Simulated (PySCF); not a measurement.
Computed Raman spectrum (relative Raman activity) of a molecule C₂H₇AlFN. The structure is a stationary point at B3LYP-D3(BJ)/def2-SVP. One conformer was computed; it need not be the lowest. The numbers are results of B3LYP-D3(BJ)/def2-SVP (PySCF), not measurements. Frequencies are harmonic and unscaled.

ν (cm⁻¹): 568 (w), 777 (vw), 1154 (vw), 1430 (w), 1455 (w), 1466 (w), 1498 (m), 2978 (vs), 3024 (s), 3027 (vs), 3089 (m), 3106 (s), 3120 (m), 3566 (s) (against the strongest line: vs over 80 %, s over 45 %, m over 15 %, w over 4 %, vw less)

Question: Pick the molecule that these values belong to.
A) C[CH2][Al]([NH2])[F]
B) C[NH][Al]([CH3])[F]
C) C[N](C)[AlH][F]

Answer: B, C[NH][Al]([CH3])[F]
